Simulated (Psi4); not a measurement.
C4H12N, charge +1, singlet, geometry from GFN2-xTB. Base run: TPSS/STO-3G (Psi4).

Here is a job for Psi4.
```
memory 2 GB

molecule mol {
1 1
C    -0.253427   -0.622842   -1.311803
N     0.000000    0.000000    0.000000
C     0.069351    1.464142   -0.156408
C    -1.093571   -0.343916    0.926720
C     1.277647   -0.497384    0.541491
H    -1.194908   -0.264612   -1.724653
H    -0.307283   -1.705567   -1.211971
H     0.547009   -0.377351   -2.007645
H     0.256317    1.938503    0.805458
H    -0.868423    1.846340   -0.555988
H     0.873494    1.733601   -0.838981
H    -2.044701    0.017517    0.539579
H    -1.157076   -1.423437    1.052261
H    -0.919961    0.109679    1.901025
H     1.241374   -1.578668    0.662609
H     2.095667   -0.250453   -0.133066
H     1.478490   -0.045551    1.511372
}

set {
  basis sto-3g
  reference rks
}

energy('tpss')
print_variables()
```

Variants of this job, named by their change:

| change | E (Eh) | core-seconds (rough) | outcome |
|---|---|---|---|
| base | -211.68574 | 20 | converged |
| functional = scan | -211.53062 | 10 | converged |
| functional = r2scan | -211.49954 | 20 | converged |
| functional = pbe | -211.30964 | 9 | converged |
| functional = m06-2x | -211.60214 | 10 | converged |
| functional = mn15 | -210.38151 | 10 | converged |
| functional = pw6b95 | -211.88892 | 10 | converged |
| functional = tpssh | -211.67688 | 20 | converged |
| functional = wb97x | -211.60416 | 10 | converged |
| functional = m11 | -211.14335 | 20 | converged |
| functional = wb97x-v | - | - | cut at the time limit |
| functional = b2plyp | -211.22876 | 10 | converged |
| functional = x3lyp | -211.49618 | 10 | converged |

Totals shift with the method and basis; they matter in differences.
